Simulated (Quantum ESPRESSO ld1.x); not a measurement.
Ho3+, 64 electrons, occupied as [Xe] 4f9.75 6p0.25 (fractional occupations, a model configuration). All-electron calculation, Dirac Kohn-Sham, LDA (Slater exchange, Perdew-Zunger correlation), spin-unpolarised, spherical densities, point nucleus; open shells fill j = l - 1/2 first. Program: ld1.x of Quantum ESPRESSO 7.5.

Normalised radial functions P(r) = r R(r) (large component), r in bohr:

| r | 5p3/2 |
|---|---|
| 0.002966 | 0.0056 |
| 0.003452 | 0.0074 |
| 0.004019 | 0.0098 |
| 0.004679 | 0.0129 |
| 0.005447 | 0.0168 |
| 0.006341 | 0.0219 |
| 0.007382 | 0.0284 |
| 0.008594 | 0.0365 |
| 0.01 | 0.0467 |
| 0.01165 | 0.0593 |
| 0.01367 | 0.0753 |
| 0.01591 | 0.0935 |
| 0.01852 | 0.1144 |
| 0.02156 | 0.1377 |
| 0.0251 | 0.1624 |
| 0.02923 | 0.1870 |
| 0.03402 | 0.2089 |
| 0.03961 | 0.2246 |
| 0.04611 | 0.2295 |
| 0.05368 | 0.2185 |
| 0.06249 | 0.1867 |
| 0.07275 | 0.1306 |
| 0.0847 | 0.0499 |
| 0.09939 | -0.0560 |
| 0.1157 | -0.1642 |
| 0.1347 | -0.2602 |
| 0.1568 | -0.3198 |
| 0.1826 | -0.3195 |
| 0.2125 | -0.2438 |
| 0.2474 | -0.0943 |
| 0.288 | 0.1045 |
| 0.3353 | 0.3061 |
| 0.3904 | 0.4517 |
| 0.4544 | 0.4886 |
| 0.529 | 0.3893 |
| 0.6159 | 0.1636 |
| 0.7227 | -0.1609 |
| 0.8414 | -0.4828 |
| 0.9795 | -0.7502 |
| 1.14 | -0.9143 |
| 1.328 | -0.9551 |
| 1.545 | -0.8826 |
| 1.799 | -0.7298 |
| 2.094 | -0.5405 |
| 2.438 | -0.3565 |
| 2.839 | -0.2073 |
| 3.305 | -0.1048 |
| 3.847 | -0.0453 |
| 4.515 | -0.0154 |
| 5.256 | -0.0044 |
| 6.118 | -0.0010 |
| 7.123 | -0.0002 |
| 8.292 | 0.0000 |
| 9.653 | 0.0000 |
| 11.24 | 0.0000 |

5p3/2: eigenvalue -54.833 eV, 3 radial nodes at r = 0.0916, 0.267, 0.670 bohr, <r> = 1.47 bohr, 90 % of the charge inside 2.15 bohr.
